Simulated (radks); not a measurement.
Tl II, 80 electrons, occupied as [Xe] 4f14 5d10 6s1 7d1 (not the ground configuration). Method: scalar-relativistic Kohn-Sham, LDA (Slater exchange, Perdew-Wang correlation), spin-polarised, spherical densities, finite nucleus; open shells are filled with parallel spins first (spin-orbit coupling, left out, can overturn this in heavy ions); Fermi nuclear charge, rms radius 5.4759 fm; computed with a radial shooting solver on a logarithmic mesh with Libxc functionals. Some entries of the table are withheld. Estimate them.

orbital  occ.  eigenvalue (hartree)  <1/r> (bohr^-1)
1s up       1             -3143.097            99.30
1s down     1             -3143.096            99.30
2s up       1             -560.1734            23.32
2s down     1             -560.1729            23.32
2p up       3             -482.2753            20.59
2p down     3             -482.2748            20.59
3s up       1             -134.1143            8.642
3s down     1             -134.1137            8.642
3p up       3             -111.6823            7.846
3p down     3             -111.6817            7.846
3d up       5             -88.34395            7.373
3d down     5             -88.34343            7.373
4s up       1             -30.32774            3.719
4s down     1             -30.32683            3.719
4p up       3             -22.96859            3.348
4p down     3             -22.96758            3.348
4d up       5             -14.32398            3.008
4d down     5             -14.32284            3.008
5s up       1              -5.36781            1.554
5s down     1              -5.36542            1.555
4f up       7              -4.75087            2.605
4f down     7              -4.74961            2.605
5p up       3              -3.35017            1.325
5p down     3              -3.34639            1.326
5d up       5              -1.11734           0.9585
5d down     5              -1.10542           0.9647
6s up       1              -0.84942              (1)
6s down     0              -0.81836              (2)
7d up       1              -0.10234              (3)
7d down     0              -0.09049              (4)

Answer. 
(1) 6s up <1/r> (bohr^-1): 0.5590
(2) 6s down <1/r> (bohr^-1): 0.5610
(3) 7d up <1/r> (bohr^-1): 0.1263
(4) 7d down <1/r> (bohr^-1): 0.1220
